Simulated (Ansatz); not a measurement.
Total energies of C7H15N, SMILES `C=CCN(CC)CC`.

Cartesian coordinates in Å:
```
C -2.7202 -1.0214 1.1936
C -1.7767 -1.1793 0.2769
C -0.3303 -0.8757 0.4861
N 0.2116 -0.0369 -0.5639
C 1.6608 0.0209 -0.5495
C 2.3118 -1.2540 -1.0526
C -0.4168 1.2713 -0.6433
C -0.1946 2.2093 0.5385
H -2.4897 -0.6254 2.1782
H -3.7530 -1.2866 0.9996
H -2.0327 -1.5656 -0.7076
H -0.1826 -0.4529 1.4961
H 0.2199 -1.8221 0.4685
H 2.0575 0.2646 0.4526
H 1.9574 0.8466 -1.2038
H 1.9447 -1.4993 -2.0511
H 3.3964 -1.1304 -1.1001
H 2.1129 -2.1068 -0.4000
H -0.0545 1.7490 -1.5593
H -1.4909 1.1155 -0.7785
H -0.6944 3.1636 0.3556
H -0.6028 1.7989 1.4649
H 0.8661 2.4168 0.6990
```

Total charge 0; spin multiplicity 1. The structure was optimised at the PBE0-D4/def2-TZVP level. It is one conformer, not always the lowest. Basis def2-TZVPP, Ansatz.

RPA on PBE orbitals: Hartree–Fock energy of these orbitals -328.26237 Eh, correlation -2.35851 Eh (frozen core).

```
functional                   kind  energy without D4 (Eh)  D4 term (kJ/mol)
       PBE                    GGA              -330.15126             -52.0
   r2SCANh  meta-GGA hybrid, 10 %              -330.39274             -15.4
```

**Question.** Give the same for LDA (SPW92), revPBE, BLYP, r2SCAN, B97M-V, PBE0, B3LYP, r2SCAN0, HSE06 (plane-wave form), BHLYP, CAM-B3LYP, LC-ωPBE, ωB97X-V, ωB97M-V, B2PLYP, PBE-QIDH. (Best estimate.)

**Answer.** Ansatz gave: 
| functional | kind | energy without D4 (Eh) | D4 term (kJ/mol) |
| --- | --- | --- | --- |
| LDA (SPW92) | LDA | -327.55184 | – |
| revPBE | GGA | -330.50088 | -170.4 |
| BLYP | GGA | -330.42678 | -112.9 |
| r2SCAN | meta-GGA | -330.40461 | -14.8 |
| B97M-V | meta-GGA with VV10 | -330.61416 | – |
| PBE0 | global hybrid, 25 % exact exchange | -330.20466 | -44.3 |
| B3LYP | global hybrid, 20 % | -330.62664 | -81.3 |
| r2SCAN0 | meta-GGA hybrid, 25 % | -330.37657 | -16.8 |
| HSE06 (plane-wave form) | screened hybrid | -330.18427 | -41.0 |
| BHLYP | global hybrid, 50 % | -330.39999 | -56.2 |
| CAM-B3LYP | range-separated hybrid | -330.42483 | -44.3 |
| LC-ωPBE | long-range corrected hybrid | -330.40514 | – |
| ωB97X-V | range-separated hybrid GGA with VV10 | -330.52209 | – |
| ωB97M-V | range-separated hybrid meta-GGA with VV10 | -330.43617 | – |
| B2PLYP | double hybrid | -330.30166 | – |
| PBE-QIDH | double hybrid | -330.16207 | – |

B3LYP takes the VWN-RPA correlation (the form of Gaussian; ORCA's B3LYP/G). HSE06 is the plane-wave form, built on full-range PBE exchange. The double hybrids freeze the cores in their second-order part.

LC-ωPBE has ω = 0.4 bohr⁻¹.
